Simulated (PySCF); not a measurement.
## Shifts of the heteroatoms

Geometry:
```csv
atom,x (Å),y (Å),z (Å)
C1,2.433,-1.178,0.583
O2,1.080,-1.074,0.222
C3,0.590,0.250,0.143
C4,1.104,0.988,-1.098
C5,-0.959,0.155,0.164
C6,-1.489,-0.681,-1.000
C7,-1.408,-0.456,1.502
C8,-1.544,1.535,0.092
O9,-2.375,1.976,-0.619
F10,-1.008,2.357,1.053
H11,2.623,-2.237,0.750
H12,3.099,-0.816,-0.207
H13,2.641,-0.622,1.506
H14,0.911,0.806,1.040
H15,2.163,1.213,-0.993
H16,0.570,1.927,-1.226
H17,0.965,0.375,-1.984
H18,-2.561,-0.827,-0.895
H19,-0.993,-1.646,-0.996
H20,-1.308,-0.186,-1.949
H21,-2.490,-0.560,1.526
H22,-1.095,0.166,2.338
H23,-0.953,-1.437,1.604
```

PySCF calculation with NMR shieldings at PBE0/pcSseg-1/GIAO and geometry: GFN2-xTB; a single conformation, isolated molecule, non-relativistic, fast rotation and ring inversion assumed for equivalent nuclei.

Task: Predict the 19F NMR data.

Result: 
```tsv
atoms	environment	σ (ppm)	δ (ppm)
F10	fluorine bonded to C	141.4	18.5
```

Shieldings were converted by a linear fit to measured shifts: 19F: δ = 146.13 − 0.903σ +14.6 on sp3 carbon (rms 6.0 ppm, 223 shifts, 7.0 ppm with the 5 outliers that the fit left out vs CFCl3, solution or neat liquid). Occasional misses reach two or three times the rms, and more in compound classes unlike the fitted ones.

On a 300 MHz spectrometer 19F resonates near 282.3 MHz, so 1 ppm is 282.3 Hz.

Task: What are the 17O shifts?

Result: 
| atoms | environment | σ (ppm) | δ (ppm) |
| --- | --- | --- | --- |
| O9 | carbonyl oxygen | -120.1 | 376.1 |
| O2 | ether oxygen | 299.0 | -5.7 |

Shieldings were converted by a linear fit to measured shifts: 17O (scatter 10.7 ppm rms, 12.2 ppm with the 3 outliers that the fit left out vs liquid water, solution or neat liquid). Occasional misses reach two or three times the rms, and more in compound classes unlike the fitted ones.

On a 300 MHz spectrometer 17O resonates near 40.7 MHz, so 1 ppm is 40.7 Hz.
